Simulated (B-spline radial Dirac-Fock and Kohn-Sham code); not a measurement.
# 5s photoionisation of Os²⁺ near threshold

System: osmium as Os²⁺, 1s2 2s2 2p6 3s2 3p6 3d10 4s2 4p6 4d10 4f14 5s2 5p6 5d6. The computed 5s threshold is 121.7 eV; without correlation, outer thresholds are uncertain by 1 to 2 eV. With an open shell the threshold is an average over the terms of the final ion.

Input of the calculation (task.json; shells as n, l, electrons):

```json
{"items": [{
  "Z": 76,
  "q": 2,
  "cfg": [[1, 0, 2], [2, 0, 2], [2, 1, 6], [3, 0, 2], [3, 1, 6], [3, 2, 10], [4, 0, 2], [4, 1, 6], [4, 2, 10], [4, 3, 14], [5, 0, 2], [5, 1, 6], [5, 2, 6]],
  "A": 192,
  "rrms": 5.4126,
  "do": ["binding", "quiet", "photo", "scan"],
  "hv": [83.9, 144.0, 150, 300, 400, 525.0, 664.0, 1150.0, 2984.4, 6000, 9251.7, 10800.0, 17479.3, 37400.0, 77400.0, 80000]
}]}
```

Command: `python xray_run.py task.json out`

Method: Dirac-Hartree-Slater photoionisation with all multipoles and Dirac-Fock thresholds. Computed with a radial finite-basis atomic code. Interchannel coupling and autoionising resonances are not included, so magnitudes near threshold are approximate.

| kinetic energy (eV) | σ (Mb) | β |
| --- | --- | --- |
| 1.5 | 0.0676 | 0.47 |
| 2.3 | 0.0677 | 0.50 |
| 3.7 | 0.0679 | 0.54 |
| 5.7 | 0.0682 | 0.60 |
| 9.0 | 0.0686 | 0.69 |
| 14.0 | 0.0691 | 0.82 |
| 21.9 | 0.0695 | 0.97 |
| 34.2 | 0.0697 | 1.16 |
| 53.5 | 0.0687 | 1.34 |
| 83.7 | 0.0655 | 1.51 |
| 130.9 | 0.0575 | 1.64 |
| 204.6 | 0.0456 | 1.73 |
| 319.9 | 0.0328 | 1.80 |

The cross section shows no minimum in this range. Its largest value, 0.0697 Mb, lies 27 eV above threshold. β ranges from 0.47 (at 1.5 eV) to 1.82.
